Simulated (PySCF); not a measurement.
H5Si2, doublet, at the geometry of the source list. Base run: PBE/3-21G run with PySCF.

The PySCF input:
```python
from pyscf import gto, scf, dft

mol = gto.Mole()
mol.atom = '''
    Si    1.296700   -0.125900    0.268400
    Si   -0.952300    0.080300    0.018700
    H     2.186800    0.952300   -0.183700
    H     1.986000   -1.370600   -0.075600
    H    -1.632300   -0.348100    1.250100
    H    -1.298400    1.487400   -0.207600
    H    -1.586600   -0.675400   -1.070200
'''
mol.basis = '3-21g'
mol.charge = 0
mol.spin = 1
mol.verbose = 4
mol.build()

mf = dft.UKS(mol)
mf.xc = 'pbe'
mf.kernel()
mo_i, mo_e, stable_i, stable_e = mf.stability(internal=True, external=False, return_status=True, nroots=6, tol=1e-6)
print('internally stable:', stable_i, ' externally stable:', stable_e)
if not stable_i:
    umf = mf.copy()
    umf.scf_summary = {}
    umf.kernel(umf.make_rdm1(mo_i, mf.mo_occ))
mf.analyze()
```

The bond that is stretched is that between atoms 4 and 1. A test that says stable can miss a lower solution.

Each row names what was changed in the base input (with any setting that the change needs).

```csv
change,ΔE vs base (eV),<S^2>,stability test says
base,0.00,0.752,internally stable (external not tested)
bond × 1.25,0.50,0.753,internally stable (external not tested)
bond × 1.5,1.54,0.755,internally stable (external not tested)
bond × 1.8,2.69,0.798,internally stable (external not tested)
bond × 2.2,3.44,1.304,internally stable (external not tested)
bond × 3.0,3.62,1.412,internally stable (external not tested)
```

On stretching, the SCF can end on different states; <S^2> shows the spin contamination of each.
